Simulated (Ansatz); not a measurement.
`[CH3][GaH2]` → C• + Ga• + 5 H•  (atomization)

Gas-phase electronic energies from Ansatz, PBE0-D4/def2-TZVP geometries. CCSD(T)/CBS adds triple-zeta CCSD(T) − MP2 to the extrapolated MP2 energy (def2 sets, frozen cores). This one scheme is used for every species, atoms too. Functionals use def2-TZVPP. HSE06 is defined as in plane-wave codes. Open shells (•) are unrestricted, without spin–orbit coupling. Spin–orbit coupling would lower the free atoms: a little for C; clearly for Ga. For Ga outer-core shells are correlated without core-valence functions, so the limit isn't a true one: a few kJ/mol of doubt a bond, and 10 to 20 or more in all where bonds break to atoms. Scalar relativity is left out up to krypton.

`[CH3][GaH2]`:

Z-matrix (Å, degrees):
```
C
Ga 1 1.966
H 1 1.092 2 111.3
H 1 1.096 2 108.8 3 117.6
H 1 1.090 2 112.4 3 -123.0
H 2 1.574 1 121.1 3 142.3
H 2 1.575 1 120.1 3 -38.7
```

```csv
species,HSE06 energy (Eh)
`[CH3][GaH2]`,-1965.64954
C•,-37.80300
Ga•,-1924.55173
H•,-0.50075
```

(1) Work out ΔE.

Largest T1 diagnostic among the species: 0.013.

Results:

(1) ΔE = 5 × (-0.50075) + (-37.80300) + (-1924.55173) − (-1965.64954) = 0.79106 Eh = +496.4 kcal/mol. CCSD(T)/CBS gives +503.1 kcal/mol.

Leaving LDA and LC-ωPBE aside and taking each functional with its dispersion term where it has one, the values, not all of them listed here, spread over 14.1 kcal/mol, from revPBE-D4 to B97M-V. LDA lies +60.6 kcal/mol from PBE without D4, its usual overbinding. In def2-TZVPP, CCSD(T) changes the Hartree–Fock value by +114.0 kcal/mol (the triples alone add +4.1 kcal/mol) and MP2 by +111.7 kcal/mol; breaking electron pairs costs correlation energy, which Hartree–Fock lacks. From r2SCAN to r2SCAN0 (25 % exact exchange), in def2-TZVPP and without D4, ΔE moves by −3.1 kcal/mol: exact exchange takes away binding that semilocal exchange gives to molecules.

For atomizations the MP2-based limit and the directly extrapolated one differ by several kJ/mol either way, and by 10 to 25 for some Ge, Se and Sn compounds, so smaller differences from it don't rank the levels.
